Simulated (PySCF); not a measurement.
A mixed set of molecules.

All values: PBE0/def2-SVPD (PySCF) at GFN2-xTB geometries, gas phase, one conformer each. Core orbitals are frozen in the response; Δα² is half the sum of the squared differences of the principal polarisabilities.

(1) Rank by mean static polarisability, lowest first.
A. `CC(C)c1cnsn1`
B. `C=C=C(C(F)(F)F)C(F)(F)F`
C. `C=C(C)C(Cl)(Cl)Cl`
D. `[Si@H](O)(C#N)SC`
E. `N(=C(/C)CC(F)(F)F)/[H]`

(2) Rank by polarisability anisotropy Δα, highest first.
A. `[CH3:1][CH:2]([CH3:3])[c:4]1[cH:5][n:6][s:7][n:8]1` with C1–C2–C4–C5 -61°
B. `[CH3:1][O:2][Si:3]([NH2:4])([NH2:5])[SiH3:6]` with C1–O2–Si3–N4 61°, O2–Si3–N4–H 42° and 177°, O2–Si3–N5–H -57° and 77°
C. `C=C=C(C(F)(F)F)C(F)(F)F`
D. `[CH3:1][S:2][Si@@H:3]([OH:4])[C:5]#[N:6]` with C1–S2–Si3–O4 -173°, S2–Si3–O4–H 28°
E. `[H]/[N:3]=[C:2](\[CH3:1])[CH2:4][C:5]([F:6])([F:7])[F:8]` with C1–C2–C4–C5 60°

(3) Rank by HOMO–LUMO gap, highest first.
A. `ClC(Cl)(Cl)C(=C)C`
B. `C=C=C(C(F)(F)F)C(F)(F)F`
C. `CS[Si@H](C#N)O`
D. `CC(C)c1ncsn1`
E. `N(/[H])=C(\CC(F)(F)F)C`

Results:

(1) E (8.67 Å³), B (9.87 Å³), D (11.23 Å³), A (13.03 Å³), C (13.32 Å³).

(2) A (6.00 Å³), C (5.72 Å³), D (2.81 Å³), E (2.44 Å³), B (1.70 Å³).

(3) B (7.77 eV), E (7.35 eV), A (7.04 eV), D (6.51 eV), C (6.20 eV).

All values together:

```csv
SMILES,formula,μ (D),HOMO (eV),LUMO (eV),α (Å³),Δα (Å³),electrons,α per electron (Å³)
CC(C)c1ncsn1,C5H8N2S,0.96,-7.76,-1.25,13.13,5.75,68,0.193
CO[Si](N)(N)[SiH3],CH10N2OSi2,1.35,-7.38,0.35,12.95,1.70,66,0.196
C=C=C(C(F)(F)F)C(F)(F)F,C5H2F6,3.63,-9.22,-1.45,9.87,5.72,86,0.115
[H]/N=C(\C)CC(F)(F)F,C4H6F3N,2.70,-7.81,-0.45,8.67,2.44,64,0.135
CC(C)c1cnsn1,C5H8N2S,2.22,-7.67,-1.42,13.03,6.00,68,0.192
C=C(C)C(Cl)(Cl)Cl,C4H5Cl3,2.12,-8.15,-1.11,13.32,2.33,80,0.166
CS[Si@@H](O)C#N,C2H5NOSSi,2.73,-7.48,-1.28,11.23,2.81,62,0.181
```

Conformers: `[CH3:1][CH:2]([CH3:3])[c:4]1[n:5][cH:6][s:7][n:8]1` with C1–C2–C4–N5 61°; `[CH3:1][O:2][Si:3]([NH2:4])([NH2:5])[SiH3:6]` with C1–O2–Si3–N4 61°, O2–Si3–N4–H 42° and 177°, O2–Si3–N5–H -57° and 77°; `[H]/[N:3]=[C:2](\[CH3:1])[CH2:4][C:5]([F:6])([F:7])[F:8]` with C1–C2–C4–C5 60°; `[CH3:1][CH:2]([CH3:3])[c:4]1[cH:5][n:6][s:7][n:8]1` with C1–C2–C4–C5 -61°; `[CH3:1][S:2][Si@@H:3]([OH:4])[C:5]#[N:6]` with C1–S2–Si3–O4 -173°, S2–Si3–O4–H 28°.

How closely does the mean polarisability follow the number of electrons in this set?

The correlation coefficient is -0.02; α per electron runs from 0.115 to 0.196 Å³.
